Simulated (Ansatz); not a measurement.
C3H5BF2, SMILES C=C(F)B(C)F.

Geometry optimised at PBE0-D3(BJ)/def2-SVP. This is a generated structure with no PubChem entry under its InChIKey; it may be hypothetical. Other conformers were not sampled.

Two levels are set side by side: PBE/def2-TZVPD (Ansatz, a first-principles code) and PBE0/def2-TZVPD (Ansatz). Energy differences of separate SCF runs at the same geometry; the states with an electron removed or added have multiplicity 2 and 2. Differences are taken from unrounded values.

```
quantity                            PBE0
---------------------------------  -----
vertical ionisation energy (eV)    10.25
vertical singlet–triplet gap (eV)   3.51
```

Question: What does PBE give, and how far is it from PBE0? (The exact figures need the calculation; the answer reports its results.)

Answer: 
```
quantity                             PBE  PBE minus PBE0
---------------------------------  -----  --------------
vertical ionisation energy (eV)    10.12           -0.13
vertical singlet–triplet gap (eV)   3.60            0.09
```
